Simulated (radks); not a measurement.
Spherical quantum dot in the effective-mass picture: electrons in a hard-walled sphere of radius 1.69, all in effective atomic units (hartree* = m*/eps^2 hartree, bohr* = eps/m* bohr), one dielectric constant everywhere. Method: non-relativistic Kohn-Sham, LDA (Slater exchange, Perdew-Wang correlation), spin-polarised, spherical densities; computed with a radial shooting solver with Libxc functionals. Levels are named by radial order and angular momentum (1s, 1p, 1d, 2s, ...), and open shells are averaged over m. Results are scaled to m* = 0.436 and eps = 9.8, for which hartree* = 123.5 meV and bohr* = 1.189 nm.

N = 25, configuration 1s2 1p6 1d10 1f(up 7, down 0). This is the lowest configuration that the search found. Occupied and some empty levels:

level,occupation,eigenvalue (meV),<r> (nm)
1s up,1,2646.3,1.230
1s down,1,2666.8,1.221
1p up,3,2790.3,1.328
1p down,3,2813.4,1.324
1d up,5,3012.8,1.397
1d down,5,3037.5,1.395
1f up,7,3303.6,1.448
2s up,0,3310.9,0.9278
2s down,0,3321.6,0.9313
1f down,0,3329.2,1.448
1g up,0,3657.2,1.490
1g down,0,3683.3,1.489
2p up,0,3717.8,1.058
2p down,0,3730.8,1.058
2d up,0,4186.6,1.147
2d down,0,4201.9,1.146

Energy (meV): total 45992.2, kinetic 18545, external 0, Hartree 30463, exchange-correlation -3016.2.
